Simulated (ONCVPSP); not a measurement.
# Configuration tests for iron (ONCV)

```json
{"Element": "iron", "Generator": "ONCVPSP 4.0.1", "Type": "optimised norm-conserving Vanderbilt (ONCV)", "Functional": "PBE", "Relativity": "scalar-relativistic", "Frozen core": "[Ar]", "Valence charge": "8", "Reference configuration": "3d6 4s2", "Partial waves": "4s: rc 2.50 bohr, ncon 4, nbas 7, qcut 2.5 1/bohr, 1 projector; p scattering state at 0.08 Ha: rc 2.60 bohr, ncon 4, nbas 7, qcut 2.5 1/bohr, 1 projector; 3d: rc 1.15 bohr, ncon 4, nbas 9, qcut 11.7 1/bohr, 3 projectors, debl 2.9 Ha", "Local potential": "polynomial inside 0.85 bohr (lpopt 5, dvloc0 0 Ha)", "Core correction": "polynomial model core, fcfact 0.55"}
```

In the p channel the program set the typed energies aside and used 0.050 Ha.

Energies are relative to the spin-unpolarised reference configuration 3d6 4s2; without spin polarisation the order of configurations can differ from experiment.

```json
{"valence configuration": "3d6 4s0", "charge": "+2", "ΔE all-electron (eV)": "24.932", "error AE − PS (meV)": "-48"}
{"valence configuration": "3d5 4s0", "charge": "+3", "ΔE all-electron (eV)": "59.155", "error AE − PS (meV)": "-216"}
{"valence configuration": "3d6 4s0 4p2", "charge": "0", "ΔE all-electron (eV)": "8.456", "error AE − PS (meV)": "-12"}
```

(1) What are ΔE and the potential's error for 3d6 4s1?

Note: ghosts flagged at negative energy: s at -194.4 eV, p at -40.4 eV; no localised positive-energy state flagged. A true bound ghost makes a file unfit for plane-wave use.

## Answers

(1) ΔE = 8.729 eV all-electron; the error (AE − PS) is -6.1 meV.
